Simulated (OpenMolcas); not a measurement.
# V4+, Nb4+, Ta4+: d down the group

- Program: OpenMolcas 26.06
- Method: SS-CASPT2, IPEA 0.25 Eh, imaginary shift 0.1 Eh
- Basis: ANO-RCC-VTZP
- Scalar Hamiltonian: DKH2, point nucleus
- Spin-orbit coupling: RASSI with atomic mean-field integrals over the reference wave functions, term energies averaged over their components

Active space for each ion: 1 electron in 10 orbitals (d d); closed shells correlated by CASPT2: V4+ 3s 3p; Nb4+ 4s 4p; Ta4+ 5s 5p.

Computed levels in cm-1 above ²D_3/2:

```tsv
Level	V4+	Nb4+	Ta4+
²D_5/2	612	1848	6760
weight of ²D in the lowest level (%)	100	100	100
```

Measured, with the error of the calculation in %. Measured levels: V4+ from Sugar and Corliss, J. Phys. Chem. Ref. Data 7, 1191 (1978); Nb4+ from Moore, Atomic Energy Levels, vol. II, NSRDS-NBS 35 (1971 reprint of NBS Circular 467, 1952).

```csv
Level,V4+,Nb4+
²D_5/2,625 (-2.1),1870 (-1.2)
```

The fine-structure level ²D_5/2 changes by a factor of 11 from V4+ to Ta4+.

CASPT2 breaks the degeneracy within a term, and the mean is taken; among the terms shown or strongly mixed into the levels shown the widest spread is 12 cm-1 (3d ²D, V4+). With one active electron, CASPT2 adds the correlation within the correlated inactive shells and between them and that electron, and leaves the splitting within a term as the reference gives it. With one active electron outside closed inactive shells, the extra shells (4d) add no correlation to the reference (holds for V4+). With one active electron outside closed inactive shells, the extra shells (5d) add no correlation to the reference (holds for Nb4+). With one active electron outside closed inactive shells, the extra shells (6d) add no correlation to the reference (holds for Ta4+). Computed and measured levels are paired by configuration, term and J; levels that our copy of the source lacks, or whose pairing is in doubt (as where it misses far off the trend of its configuration), stay unpaired and out of the deviations. Only configurations of the active space appear.
